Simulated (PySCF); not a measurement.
PySCF 2.14 output of an unrestricted PBE0 calculation on a single atom or ion in x2c-QZVPPall with one added diffuse shell each of s, p, d, f type (8s5p4d3f1g, 73 functions), with the spin-free X2C one-electron Hamiltonian (Gaussian nucleus):

```
SCF conv_tol = 1e-09
number electrons alpha = 1  beta = 1
    C. Adamo and V. Barone.,  J. Chem. Phys. 110, 6158 (1999)
    M. Ernzerhof and G. E. Scuseria.,  J. Chem. Phys. 110, 5029 (1999)
cycle= 1 E= -22.0007752772357  delta_E= -0.000727  |g|= 0.00481  |ddm|= 0.0207
cycle= 2 E= -22.0007759645309  delta_E= -6.87e-07  |g|= 0.000218  |ddm|= 0.000421
cycle= 3 E= -22.0007759675874  delta_E= -3.06e-09  |g|= 1.06e-05  |ddm|= 2.11e-05
cycle= 4 E= -22.0007759675923  delta_E= -4.86e-12  |g|= 2.84e-08  |ddm|= 8.48e-07
converged SCF energy = -22.0007759675923  <S^2> = 1.110223e-15  2S+1 = 1
```

The run itself started from symmetry-adapted Hartree-Fock orbitals and held the occupation by maximum overlap, on a logarithmic radial grid, so the iterations belong to that start.

Q: Which element, charge and spin multiplicity is this?

A: B³⁺ (boron, charge +3), multiplicity 1; the state was 1s2, closed-shell 1S.
